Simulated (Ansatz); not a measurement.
Program: Ansatz. Geometries: PBE0-D4/def2-TZVP. ΔE: electronic, gas phase. CCSD(T)/CBS is the MP2 limit (def2-TZVPP, def2-QZVPP) plus CCSD(T) − MP2 in def2-TZVPP, frozen cores. This one scheme is used for every species. DFT in def2-TZVPP. Each species was taken in one conformer, which may not be the lowest.

Consider the formal exchange of groups at the Si–Si bond: `F[Si](F)(Cl)[SiH](Cl)Cl` + `O[SiH2]F` → `O[SiH](F)[SiH](Cl)Cl` + `F[SiH](F)Cl`.

`F[Si](F)(Cl)[SiH](Cl)Cl`:

Z-matrix (Å, degrees):
```
Si
F 1 1.582
Cl 1 2.023 2 108.8
F 1 1.582 2 106.9 3 -117.3
Si 1 2.337 2 110.6 3 122.1
Cl 5 2.041 1 107.4 2 179.8
Cl 5 2.041 1 107.4 2 -61.3
H 5 1.478 1 114.1 2 59.3
```

`O[SiH2]F`:

Cartesian coordinates in Å:
```
O 0.201 1.241 -0.197
Si 0.005 -0.375 -0.121
F -1.514 -0.752 0.190
H 0.157 1.755 0.610
H 0.345 -0.898 -1.456
H 0.805 -0.971 0.974
```

`O[SiH](F)[SiH](Cl)Cl`:

```xyz
9

O     0.006    1.999   -0.021
Si    0.675    0.645   -0.630
F     2.208    0.505   -0.199
Si   -0.447   -1.212    0.274
Cl   -2.178   -1.532   -0.776
Cl   -0.915   -0.668    2.207
H    -0.256    2.000    0.902
H     0.627    0.762   -2.101
H     0.281   -2.498    0.344
```

`F[SiH](F)Cl`:

```xyz
5

F    -1.255   -0.557    0.803
Si   -0.005    0.067    0.072
F    -0.519    1.259   -0.821
Cl    0.828   -1.335   -1.117
H     0.951    0.565    1.064
```

```
                  species  PBE0-D4 energy (Eh)
`F[Si](F)(Cl)[SiH](Cl)Cl`          -2159.45357
               `O[SiH2]F`           -466.26607
   `O[SiH](F)[SiH](Cl)Cl`          -1675.89780
            `F[SiH](F)Cl`           -949.82328
```

Task: Work out ΔE.

Result: ΔE = (-1675.89780) + (-949.82328) − (-2159.45357) − (-466.26607) = -0.00144 Eh = -3.8 kJ/mol. CCSD(T)/CBS gives -4.3 kJ/mol.

Largest T1 diagnostic among the species: 0.011.

The D4 term adds +3.6 kJ/mol with B3LYP and +2.1 kJ/mol with PBE0; it sums over pairs of atoms, weighted by their polarisabilities, and B3LYP, whose exchange is more repulsive, gets the larger term. Leaving LDA and LC-ωPBE aside and taking each functional with its dispersion term where it has one, the values, not all of them listed here, spread over 3.2 kJ/mol, from r2SCAN-D4 to BLYP-D4.

B3LYP here is the variant with VWN-RPA as its local correlation; programs differ in this.
